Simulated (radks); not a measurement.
The lead anion Pb- inside a hard spherical wall (all orbitals vanish at R), configuration held at [Hg] 6p3 and not refilled when levels cross. Method: scalar-relativistic Kohn-Sham, LDA (Slater exchange, Perdew-Wang correlation), spin-polarised, spherical densities, point nucleus; open shells are filled with parallel spins first (spin-orbit coupling, left out, can overturn this in heavy ions); computed with a radial shooting solver on a logarithmic mesh with Libxc functionals. Eigenvalues in eV for spin up, with the zero of energy where the potential of the charges vanishes at infinity; a dash marks a level that is unbound or too diffuse for the functional's potential to be trusted. A positive occupied level is held by the wall or, in an anion where self-interaction has pushed it up, behind a barrier. The pressure on the wall is -dE/dV.

| R (bohr) | E (hartree) | kinetic (hartree) | e(5p) | e(5d) | e(6s) | e(6p) | e(7s, empty) | e(6d, empty) | pressure (GPa) |
|---|---|---|---|---|---|---|---|---|---|
| 15 | -20870.7629 | 23591.869 | -79.987 | -15.402 | -6.970 | 0.943 | 2.348 | 3.498 | 0.00291 |
| 7 | -20870.7026 | 23592.116 | -77.619 | -13.079 | -5.010 | 2.928 | 8.486 | 9.549 | 2.18 |
| 5 | -20870.4314 | 23593.175 | -73.564 | -9.204 | -1.724 | 7.298 | 21.823 | 18.496 | 30.4 |
| 3.5 | -20868.9210 | 23598.992 | -63.280 | 0.301 | 8.772 | 22.050 | 63.913 | 43.994 | 477 |
| 2.5 | -20861.7984 | 23625.392 | -39.240 | 23.790 | 44.308 | 69.152 | 177.96 | 111.38 | 6220 |
| 2 | -20845.9806 | 23680.177 | -7.650 | 58.984 | 110.08 | 150.23 | 348.08 | 211.58 | 32400 |
